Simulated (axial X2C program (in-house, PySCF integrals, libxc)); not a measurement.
**Low determinants of TiP⁺ at the PBE0 level, with spin–orbit coupling**

All values were computed with an in-house all-electron X2C program for linear molecules (integrals from PySCF). Two-component (2c) means X2C with spin–orbit coupling and atomic mean-field two-electron Coulomb and Gaunt terms. Basis: Ti dyall-cv3z [10s10p6d4f2g], P dyall-v3z [8s7p2d1f] (cores contracted in-house); Gaussian nuclei, density fitting, unrestricted open shells. Masses: Ti 47.948 u, P 30.974 u.

Search at 2.030 Å (vertical energies from the lowest determinant):

```
ΔE (eV)  state  electrons beyond evenly filled partner blocks  electrons in ±ω = 1/2, 3/2, 5/2, 7/2
   0.00  Ω = 0                                           none                              28 8 0 0
   0.60  Ω = 1                              ω = -1/2, ω = 3/2                              27 9 0 0
   0.62  Ω = 3                               ω = 1/2, ω = 5/2                              27 8 1 0
   0.68  Ω = 2                               ω = 1/2, ω = 3/2                              27 9 0 0
   0.69  Ω = 3                                    2 × ω = 3/2                              28 8 0 0
   0.69  Ω = 4                               ω = 3/2, ω = 5/2                              28 7 1 0
   0.70  Ω = 2                              ω = -1/2, ω = 5/2                              27 8 1 0
```

Lowest determinant, Ω = 0 (closed shell): Re = 2.026 Å, ωe = 611.8 cm⁻¹.

The determinant in row 2 of the search, Ω = 1 (⟨Sz⟩ = -1.00, ⟨Lz⟩ = 2.00 at PBE0), was followed along the bond at PBE0; measured from the minimum of the lowest determinant it gives:

Te = 0.550 eV (4439 cm⁻¹), Re = 2.109 Å, ωe = 432.8 cm⁻¹.

Question: Compare the bond of the determinant in row 2 with that of the lowest one.

Answer: At PBE0 its Re is 0.083 Å longer and its force constant, which goes as ωe², is 0.50 times that of the lowest determinant. T0 ≈ Te + Δωe/2 = 4439 + (-89) = 4350 cm⁻¹.

The search compares states at one distance, so a state with another bond length can lie lower; it is not exhaustive and yields mostly the lowest determinant of each block pattern, so other components and higher states of one pattern are missing. These are energies of single determinants, not of spin-adapted states; PBE0 term energies can be off by some tenths of an eV, and the functional has no current term. Open-shell Ω = 0 determinants with evenly filled partner blocks cannot be reached by this program, so the Ω shown need not be the lowest component.
